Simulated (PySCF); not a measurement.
**TaH₆⁻: breathing scan**

These are results of PBE0/[Ta def2-TZVPD with ECP60, H def2-TZVPD], scalar-relativistic core potentials, density fitting, no spin–orbit coupling, PySCF, not measurements.

Rigid scan from the singlet minimum (Ta–H 1.781 Å (×3), Ta–H 1.834 Å (×3); H–Ta–H 69.7° (×3), H–Ta–H 73.5° (×3), H–Ta–H 103.7° (×3), H–Ta–H 127.9° (×6)). Coordinate: all bonds to the central atom scaled together. Energies in kJ/mol from the minimum.

Problem. Predict the curve at 0.88, 0.92, 0.96, 1.00, 1.04, 1.08, 1.14, 1.22, 1.35.

Solution. 
| scale of all bonds to the centre | E (kJ/mol) | dipole size (D, about the centre of mass) |
| --- | --- | --- |
| 0.88 | 214.2 | 2.07 |
| 0.92 | 87.3 | 2.03 |
| 0.96 | 20.0 | 2.00 |
| 1.00 | 0.0 | 1.97 |
| 1.04 | 16.9 | 1.95 |
| 1.08 | 62.3 | 1.93 |
| 1.14 | 169.0 | 1.89 |
| 1.22 | 356.3 | 1.85 |
| 1.35 | 705.0 | 1.78 |

At long bonds a restricted determinant can lie too high, and another spin state can fall below this curve.

With an element this heavy the missing spin–orbit coupling can shift these numbers.
